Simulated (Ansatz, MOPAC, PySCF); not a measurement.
Dimer: NH3 (SMILES N) (first 4 atoms) with C2H6O (SMILES CCO); geometry from B3LYP-D3(BJ)/def2-TZVP, rigid monomers moved along the line of their centres of mass till N1···H13 is 1.77 Å.
(charge 0, multiplicity 1):
```xyz
13

N      0.0276    -0.0664     0.4609
H     -0.9204    -0.3453     0.2349
H      0.2749     0.7025    -0.1520
H      0.6387    -0.8444     0.2399
C     -0.1132    -1.2543     4.0294
C     -0.4953     0.2098     3.8528
O      0.3887     0.9098     2.9994
H     -0.7853    -1.7524     4.7336
H      0.9078    -1.3368     4.4063
H     -0.1670    -1.7875     3.0769
H     -1.5310     0.2806     3.4897
H     -0.4618     0.7207     4.8180
H      0.2823     0.5598     2.0935
```

Counterpoise-corrected where a basis set is named; no monomer relaxation. Rows marked so take none.

Cores are frozen in the correlated methods. Rows in 6-31G* carry no dispersion term and start afresh at each structure (6-31G* with six Cartesian d functions). MP2/6-31G* freezes PySCF's default core. The state reached by PM6 isn't checked.

Run with Ansatz (a quantum-chemistry and plane-wave program); MOPAC for PM6 (differences of heats of formation); PySCF for 6-31G* rows, the dispersion terms. Each number belongs to the level named beside it.

| level | interaction energy (kJ/mol) |
|---|---|
| PM6 | -6.4 |
| PBE/def2-TZVPPD | -25.0 |
| BP86/6-31G* (no counterpoise) | -34.9 |
| B3LYP/6-31G* | -26.4 |
| B3LYP/def2-TZVPPD | -19.7 |
| PBE0-D3(BJ)/def2-TZVPPD | -28.9 |
| M06-2X/6-31G* (no counterpoise) | -39.2 |
| MP2/6-31G* | [?] |
| CCSD(T)/aug-cc-pVDZ | -19.9 |

Q: What belongs in the gaps?

A: 
- MP2/6-31G*, interaction energy (kJ/mol): -22.7
